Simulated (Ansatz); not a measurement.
A search over several starts for the lowest SCF solution of FeS2⁻ at the given spin, in a small basis.

```yaml
crystal:
  periodic: [false, false, false]
  atoms:
    - {symbol: Fe, position_ang: [-1.320675, 0.084109, 0.135491]}
    - {symbol: S, position_ang: [0.696315, 0.999023, -0.077885]}
    - {symbol: S, position_ang: [0.624350, -1.083122, -0.057606]}
basis:
  gaussian: {orbitals: def2-SVP, initial_orbitals: start.molden}
total_charge: -1
magnetization: {spin_polarized: true, initial_magnetization: 1}
hamiltonian: {xc: pbe0, dispersion: d4}
output: {orbitals: {seedname: orbitals}}
```

The file start.molden holds the orbitals of an earlier run on this structure, at another level or in another basis.

```sh
$ ansatz run in.yaml --threads 2 --pin off --events-out ev --progress --plain --max-ram 4352MiB
```

Shortened log:

```
Functional definition: PBE0
655 factors; integrals over basis functions are off by at most 1.2e-3 eV
mean field evaluation 1: about -56025.3614 eV, gradient 2.5e1 eV
mean field evaluation 2: about -56030.6991 eV, gradient 6.4e0 eV
mean field evaluation 4: about -56032.0184 eV, gradient 7.3e-1 eV
mean field evaluation 8: about -56032.2493 eV, gradient 3.5e-1 eV
mean field evaluation 16: about -56032.7897 eV, gradient 3.8e0 eV
mean field evaluation 32: about -56032.9296 eV, gradient 3.0e-2 eV
mean field evaluation 64: about -56032.5096 eV, gradient 1.8e0 eV
mean field evaluation 96: about -56032.9289 eV, gradient 2.2e-1 eV
mean field evaluation 128: about -56032.8650 eV, gradient 9.2e-1 eV
mean field evaluation 160: about -56032.9290 eV, gradient 4.7e-2 eV
mean field evaluation 192: about -56032.9158 eV, gradient 6.1e-2 eV
mean field evaluation 224: about -56032.9290 eV, gradient 4.4e-2 eV
mean field evaluation 256: about -56032.9151 eV, gradient 8.4e-2 eV
mean field -56032.92972771 eV, -2059.1721870093 hartree, gradient 5.0e-6 eV, S^2 2.646519; 13 other end points of the search recorded, 0 dependent functions left out
reference -56032.92976371 eV, -2059.1721883324 hartree; 30, 29 occupied and 37, 38 virtual orbitals, 655 factors
Total energy: -56033.02676249 eV, -2059.1757529719 hartree
```

Hardware: 2 threads of AMD EPYC 7571 on a shared host. Wall time 2.9 min.

Other converged states that the search met: 0.01 eV higher (⟨S²⟩ = 2.50), 0.02 eV higher (⟨S²⟩ = 2.52).

The charge -1 doublet is spin-contaminated (final ⟨S²⟩ up to 2.65, 0.75 for a pure state). The highest occupied level of the charge -1 doublet lies above zero (up to 0.66 eV). The electron is either unbound and held by the finite basis, or the level is raised by self-interaction error. The structure comes from a short search, and lower isomers may exist.
